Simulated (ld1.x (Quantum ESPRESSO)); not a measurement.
Reading a pseudo-wave (iridium)

Columns: radius, all-electron u(r) and pseudo u(r) of the 6s shell (level -6.40 eV) of iridium in the configuration [Kr] 4d10 4f14 5s2 5p6 5d7 6s2 6p0; PW91, scalar-relativistic, PAW scheme, ld1.x (Quantum ESPRESSO) 7.5.

```csv
r (bohr),all-electron,pseudo
0.128,0.1328,0.2402
0.255,-0.1120,0.4398
0.382,-0.1710,0.5714
0.510,0.0482,0.6201
0.638,0.2447,0.5866
0.765,0.3152,0.4877
0.893,0.2744,0.3456
1.020,0.1654,0.1865
1.148,0.0249,0.0266
1.275,-0.1186,-0.1206
1.402,-0.2513,-0.2520
1.530,-0.3666,-0.3666
1.658,-0.4610,-0.4610
1.785,-0.5342,-0.5342
1.912,-0.5886,-0.5886
2.040,-0.6270,-0.6270
2.168,-0.6511,-0.6511
2.295,-0.6633,-0.6633
2.422,-0.6658,-0.6658
2.550,-0.6605,-0.6605
2.678,-0.6490,-0.6490
2.805,-0.6327,-0.6327
2.932,-0.6127,-0.6127
3.060,-0.5898,-0.5898
3.188,-0.5650,-0.5650
3.315,-0.5391,-0.5391
```

(1) How many radial nodes do the two functions have?

(2) At about which radius was the pseudo-wave matched?

(3) Is the pseudo-wave norm-conserving?

Answers

(1) The all-electron 6s function has n − l − 1 = 5 (the table is too coarse to show those close to the nucleus); the pseudo-wave has 1, since 1 lower shell of the same l stays in the valence.

(2) 1.55 bohr, where the columns begin to agree (steps of 0.13 bohr).

(3) No, it belongs to a PAW set: the norm inside the radius is not constrained, and the difference is carried by the augmentation charge.
